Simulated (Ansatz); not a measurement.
Ansatz (a program for electronic structure) input (PBE/6-31G* with LANL2DZ past Ar): The .json file joins the Basis Set Exchange's 6-31G* for atoms up to Ar and LANL2DZ past it.

Ansatz 0.2 input:
```yaml
crystal:
  periodic: [false, false, false]
  atoms:
    - {symbol: C, position_ang: [0.74148865, -1.28653962, -0.32335225]}
    - {symbol: Se, position_ang: [-0.21388692, 0.36606753, 0.09144170]}
    - {symbol: H, position_ang: [1.78584965, -1.11162642, -0.05722648]}
    - {symbol: H, position_ang: [0.67976908, -1.50618972, -1.38615624]}
    - {symbol: H, position_ang: [0.35760483, -2.10924229, 0.27447826]}
basis:
  gaussian:
    orbitals: 6-31Gs+LANL2DZ.json
hamiltonian:
  xc: {name: PBE}
magnetization: {spin_polarized: true, initial_magnetization: 1}
relax: {f_tol: 0.003, max_steps: 120}
```

From the output:

```
these checks for a lower state are left out or cut short: starts, cluster_reference, orbital_swaps, neighbouring_geometries, increment
integrals: 0.01 GiB planned
402 factors; integrals over basis functions are off by at most 4.6e-4 eV
mean field: 0.07 GiB planned
mean field -1334.55874863 eV, -49.0441294156 hartree, gradient 3.2e-6 eV, S^2 0.750933; 0 other end points of the search recorded, 0 dependent functions left out
the calculation of the forces begins
reference -1334.55876975 eV, -49.0441301919 hartree; 8, 7 occupied and 21, 22 virtual orbitals, 402 factors
relax step   4: F+E_penalty+E_count = -1334.55874863 eV  Δ(F+E_penalty+E_count) = -1.716e-4 eV  max|allowed force component| = 1.554e-2 eV/Å  Δτ_max = 0.0024 Å  (29 SCF iters, accepted)
these checks for a lower state are left out or cut short: starts, cluster_reference, orbital_swaps, neighbouring_geometries, increment
integrals: 0.01 GiB planned
402 factors; integrals over basis functions are off by at most 4.6e-4 eV
mean field: 0.07 GiB planned
mean field -1334.55875878 eV, -49.0441297888 hartree, gradient 6.4e-6 eV, S^2 0.750935; 0 other end points of the search recorded, 0 dependent functions left out
the calculation of the forces begins
reference -1334.55877990 eV, -49.0441305651 hartree; 8, 7 occupied and 21, 22 virtual orbitals, 402 factors
relax step   5: F+E_penalty+E_count = -1334.55875878 eV  Δ(F+E_penalty+E_count) = -1.016e-5 eV  max|allowed force component| = 9.877e-4 eV/Å  Δτ_max = 0.0007 Å  (25 SCF iters, accepted)
integrals: 0.01 GiB planned
402 factors; integrals over basis functions are off by at most 4.6e-4 eV
mean field: 0.07 GiB planned
mean field evaluation 96: about -1334.5588 eV, gradient 1.2e-3 eV
mean field -1334.55875878 eV, -49.0441297888 hartree, gradient 6.4e-6 eV, S^2 0.750935; 5 other end points of the search recorded, 0 dependent functions left out
the calculation of the forces begins
reference -1334.55877990 eV, -49.0441305651 hartree; 8, 7 occupied and 21, 22 virtual orbitals, 402 factors
Total energy: -1334.55877990 eV, -49.0441305651 hartree
Atom 0 at     0.745989    -1.293897    -0.325151 Å, force     0.000228     0.000014     0.000049 eV/Å
Atom 1 at    -0.234312     0.398193     0.099145 Å, force     0.000328     0.000117     0.000106 eV/Å
Atom 2 at     1.801493    -1.116436    -0.055938 Å, force    -0.000988     0.000186    -0.000124 eV/Å
Atom 3 at     0.681930    -1.512386    -1.400167 Å, force     0.000133    -0.000314     0.000411 eV/Å
Atom 4 at     0.355725    -2.123003     0.281297 Å, force     0.000299    -0.000004    -0.000443 eV/Å
Dipole moment:     0.177206    -0.275535    -0.065681 e Å
```

The geometry given is a B3LYP-D3(BJ)/def2-TZVP minimum.
